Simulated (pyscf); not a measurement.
Optimised with ωB97X-D3(BJ)/def2-SVP in PySCF.

For the elementary gas-phase step H₂B–O–CrH(=O)=O → H₂B–O–Cr(=O)–OH [singlet] (singlet surface; Cr–H broken, H–O formed), what barrier and reaction energy does ωB97M-D3(BJ)/def2-TZVP give, measured from the reactant's lowest minimum found?

ΔE‡ = 15.6 kcal/mol, ΔE = -28.4 kcal/mol. Zero-point energy shifts the barrier by -1.4 kcal/mol. It is a hydrogen shift, with an imaginary mode of 1272i cm⁻¹. H₂B–O–Cr(=O)–OH [singlet] is an excited spin state, 16.3 kcal/mol over the triplet at ωB97X-D3(BJ)/def2-TZVP. H₂B–O–CrH(=O)=O lies 42.1 kcal/mol over its isomer H₂B–O–Cr(=O)–OH [triplet] (electronic energy, ωB97M-D3(BJ)/def2-TZVP). One saddle was located; it need not be the lowest between these sides. A restricted singlet here is unstable towards spin polarisation, as is usual where a triplet lies low; its energy is less safe.
